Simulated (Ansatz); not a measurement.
Program: Ansatz. Geometries: PBE0-D4/def2-TZVP. ΔE: electronic, gas phase. CBS: MP2 limit from def2 TZ/QZ plus the TZ coupled-cluster correction, frozen cores. This one scheme is used for every species. Functionals use def2-TZVPP. Elements past krypton have def2 core potentials. For Sb outer-core shells are correlated without core-valence functions, which leaves a few kJ/mol of doubt a bond.

Reaction (formal exchange of groups at the Sb–Al bond): `[F][AlH][SbH2]` + SiH₄ → `[SiH3][SbH2]` + `[F][AlH2]`

Is it downhill or uphill in electronic energy at CCSD(T)/CBS, and by how much? (Best estimate.)

The calculation gave: Uphill: ΔE = +31.3 kJ/mol.

What do these levels give: PBE0-D4, r2SCAN0-D4, PBE, MP2/def2-TZVPP, CCSD/def2-TZVPP, CCSD/CBS(def2)? (Best estimate.)

Computed: PBE0-D4 30.4, r2SCAN0-D4 31.4, PBE 31.3, MP2/def2-TZVPP 32.2, CCSD/def2-TZVPP 32.0, CCSD/CBS(def2) 31.2 kJ/mol.

What do rigid-rotor, harmonic-oscillator terms from PBE0-D4/def2-TZVP frequencies (298.15 K, 1 bar) make of the CCSD(T)/CBS value? (An estimate is asked.)

The calculation gave: ΔZPE = -1.3 kJ/mol, ΔH = +28.6 kJ/mol, ΔS = 9 J/(mol·K), ΔG = +25.8 kJ/mol.

Largest T1 diagnostic among the species: 0.014.

Leaving LDA and LC-ωPBE aside and taking each functional with its dispersion term where it has one, the values, not all of them listed here, spread over 13.4 kJ/mol, from B97M-V to PBE-QIDH.
